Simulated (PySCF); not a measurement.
# Shapes and spin states of CuCl3

Level of theory: PBE0/[Cu def2-TZVP, Cl def2-TZVP], no relativity, density fitting, PySCF.

Relaxations began from a few typed shapes and spin states; open shells are unrestricted. The search is not exhaustive: other isomers or separated fragments can lie lower, and high-lying points may rest on an excited occupation.

```tsv
spin	group	bonds	angles	imaginary modes (cm⁻¹)	ΔE (kJ/mol)	ΔE with ZPE (kJ/mol)
triplet	Cs	Cu–Cl 2.077 Å, Cu–Cl 2.225 Å, Cu–Cl 2.230 Å	Cl–Cu–Cl 71.9°, Cl–Cu–Cl 133.8°, Cl–Cu–Cl 154.3°	none	0.0	0.0
broken-symmetry Ms = 0 (⟨S²⟩ 0.30)	C2v	Cu–Cl 2.082 Å (×2), Cu–Cl 2.108 Å	Cl–Cu–Cl 98.1° (×2), Cl–Cu–Cl 163.9°	118i	14.5	–
triplet	D3h	Cu–Cl 2.093 Å (×3)	Cl–Cu–Cl 120.0° (×3)	none	16.1	16.7
singlet (closed shell, unstable to spin polarisation)	C2v	Cu–Cl 2.073 Å (×2), Cu–Cl 2.096 Å	Cl–Cu–Cl 98.8° (×2), Cl–Cu–Cl 162.5°	none	16.6	17.8
triplet	C2v	Cu–Cl 2.133 Å (×2), Cu–Cl 2.195 Å	Cl–Cu–Cl 90.8° (×2), Cl–Cu–Cl 178.3°	132i	18.9	–
singlet (closed shell, unstable to spin polarisation)	C2v	Cu–Cl 2.084 Å, Cu–Cl 2.087 Å (×2)	Cl–Cu–Cl 82.9°, Cl–Cu–Cl 138.6° (×2)	44i	20.2	–
```

The lowest minimum found is the triplet Cs: Cu–Cl 2.077 Å, Cu–Cl 2.225 Å, Cu–Cl 2.230 Å; Cl–Cu–Cl 71.9°, Cl–Cu–Cl 133.8°, Cl–Cu–Cl 154.3°.

Formally Cu is in oxidation state +3, d8, with 2 unpaired electrons (the high-spin count). The Mulliken spin on Cu is 0.50, so most of the spin sits on the ligands and the formal count fails. The polar-tensor charge on Cu, 0.74, is far below the formal one.

For the lowest minimum: other spin states or occupations of the open shell can lie lower.

The electron or spin density has lower symmetry than the nuclear frame for the broken-symmetry Ms = 0 (⟨S²⟩ 0.30) C2v at 14.5 kJ/mol.
